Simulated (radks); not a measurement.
Task: The germanium ion Ge12+ is in [Ar] 3d2. All-electron calculation, scalar-relativistic Kohn-Sham, LDA (Slater exchange, Perdew-Wang correlation), spin-polarised, spherical densities, finite nucleus; Fermi nuclear charge, rms radius of each element as measured or else 0.836 A^(1/3) + 0.57 fm. Program: a radial shooting solver on a logarithmic mesh with Libxc functionals. Open shells are filled with parallel spins first. One electron is removed from 3d, 3s, 2p, 3p in turn, with full relaxation. Which removal costs least, and what does each cost?

Result: 3d 366.85 eV; 3p 445.55 eV; 3s 499.36 eV; 2p 1613.2 eV. The 3d electron leaves first.
